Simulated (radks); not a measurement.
Problem. These are the eigenvalues of the occupied orbitals of an atom or ion with whole-number occupations (hartree). All-electron calculation, scalar-relativistic Kohn-Sham, PBE, spin-polarised, spherical densities, finite nucleus; Fermi nuclear charge, rms radius of each element as measured or else 0.836 A^(1/3) + 0.57 fm. Program: a radial shooting solver on a logarithmic mesh with Libxc functionals.

| orbital | eigenvalue |
|---|---|
| 1s up | -730.6270 |
| 1s down | -730.6193 |
| 2s up | -105.0637 |
| 2s down | -105.0468 |
| 2p up | -94.15831 |
| 2p down | -94.14154 |
| 3s up | -19.66040 |
| 3s down | -19.64510 |
| 3p up | -16.08638 |
| 3p down | -16.06901 |
| 3d up | -10.27467 |
| 3d down | -10.25248 |
| 4s up | -4.41361 |
| 4s down | -4.29211 |
| 4p up | -3.41887 |
| 4p down | -3.29310 |
| 4d up | -1.96222 |
| 5p up | -1.21220 |

Which element is it, and in what charge state? The configuration may be excited. Open shells, if any, are filled with parallel spins first.

Solution. Z = 42, molybdenum, charge +4: Mo4+ in [Ar] 3d10 4s2 4p5 4d2 5p1. The list shows which subshells hold electrons but not how many an open one holds; the 1s level, -730.63 hartree, gives Z - s = 38.2 by -(Z - s)^2/2, which with screening and relativity narrows Z to a few neighbours, and the depths of the outer levels then fix element, charge and occupations together.
